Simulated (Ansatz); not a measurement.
Species: InH, net charge 0, triplet state. This is an excited triplet: at this geometry the singlet lies 1.95 eV lower at CCSD(T)/CBS(def2-TZVPPD,def2-QZVPPD). 
Geometry from a B3LYP-D3(BJ)/def2-TZVP (Ansatz, an electronic-structure program) optimisation:
```xyz
2

In     0.0000     0.0000    -0.0361
H      0.0000     0.0000     1.7665
```
Charge 0, spin multiplicity 3.

Basis-set convergence of Hartree-Fock and CCSD correlation energies (hartree) with Ansatz. Valence correlation only, unless marked. UHF or UKS for open shells. Spin-orbit coupling is left out. Frozen are the shells of the preceding noble gas and the d and f shells that filled before the atom's block. Past Kr the def2 sets carry scalar-relativistic core potentials.

| basis | functions | E(HF) | E(corr, CCSD) |
|---|---|---|---|
| def2-SVPD | 40 | -189.72094 | -0.04688 |
| def2-TZVPPD | 73 | -189.72644 | -0.05156 |
| def2-QZVPPD | 121 | -189.72737 | -0.05323 |

Extrapolating the two largest sets (X = 3 and 4) as X^-3: E(corr) = (64·(-0.05323) - 27·(-0.05156))/37 = -0.0544 Eh, an estimate of the basis-set limit. The largest set recovers 97.8 % of it, the smallest 86.1 %.
